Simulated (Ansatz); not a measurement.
`C[SiH](O)[SnH3]` + `N[SiH](O)F` → `C[Si@H](O)N[Si@@H](O)F` + `[SnH4]`  (cleavage of the Si–Sn bond)

Calculated with Ansatz (gas phase, PBE0-D4/def2-TZVP geometries, no zero-point term in ΔE). CBS: MP2 limit from def2 TZ/QZ plus the TZ coupled-cluster correction, frozen cores. This one scheme is used for every species. def2 core potentials past Kr. For Sn outer-core shells are correlated without core-valence functions, which leaves a few kJ/mol of doubt a bond. Each species was taken in one conformer, which may not be the lowest.

`C[SiH](O)[SnH3]`:

Cartesian coordinates in Å:
```
C -0.542 -1.725 0.202
Si 0.749 -0.389 0.016
O 1.517 -0.459 -1.448
Sn -0.326 1.927 0.372
H -1.360 -1.600 -0.512
H -0.971 -1.698 1.208
H -0.096 -2.711 0.046
H 1.831 -0.594 1.014
H 1.013 -0.225 -2.229
H 0.830 3.178 0.516
H -1.310 1.970 1.771
H -1.335 2.327 -0.956
```

`N[SiH](O)F`:

```xyz
8

N    -0.882   -0.077   -0.790
Si    0.291    0.376    0.354
O     0.935   -0.938    1.068
F     1.365    1.204   -0.487
H    -1.083    0.516   -1.579
H    -1.672   -0.646   -0.537
H    -0.130    1.236    1.474
H     1.176   -1.670    0.497
```

`C[Si@H](O)N[Si@@H](O)F`:

```xyz
15

C    -2.364   -0.333    0.883
Si   -0.920    0.044   -0.214
O    -0.881   -1.106   -1.388
N     0.539    0.042    0.740
Si    2.086    0.378    0.146
O     1.979    0.128   -1.475
F     2.555    1.892    0.345
H    -3.286   -0.361    0.298
H    -2.244   -1.308    1.363
H    -2.477    0.427    1.660
H    -1.027    1.386   -0.844
H    -0.099   -1.071   -1.947
H     0.475   -0.344    1.670
H     3.125   -0.437    0.806
H     2.538    0.662   -2.042
```

`[SnH4]`:

Z-matrix (Å, degrees):
```
Sn
H 1 1.704
H 1 1.704 2 109.5
H 1 1.704 2 109.5 3 -120.0
H 1 1.704 2 109.5 3 120.0
```

```tsv
level	ΔE (kJ/mol)
MP2/def2-TZVPP	-71.1
SCS-MP2/def2-TZVPP	-72.9
```

**Question.** What does CCSD(T)/CBS give? (An estimate is asked.)

**Answer.** Ansatz gave: -63.1 kJ/mol. The listed levels differ from it by -8.0, -9.8 kJ/mol.

Largest T1 diagnostic among the species: 0.013.

From PBE to PBE0 (25 % exact exchange), in def2-TZVPP and without D4, ΔE moves by −7.3 kJ/mol. In def2-TZVPP, CCSD(T) changes the Hartree–Fock value by +6.8 kJ/mol (the triples alone add +0.5 kJ/mol) and MP2 by +7.7 kJ/mol. The D4 term adds −6.3 kJ/mol with B3LYP and −3.5 kJ/mol with PBE0; it sums over pairs of atoms, weighted by their polarisabilities, and B3LYP, whose exchange is more repulsive, gets the larger term.

B3LYP here is the variant with VWN-RPA as its local correlation; programs differ in this.
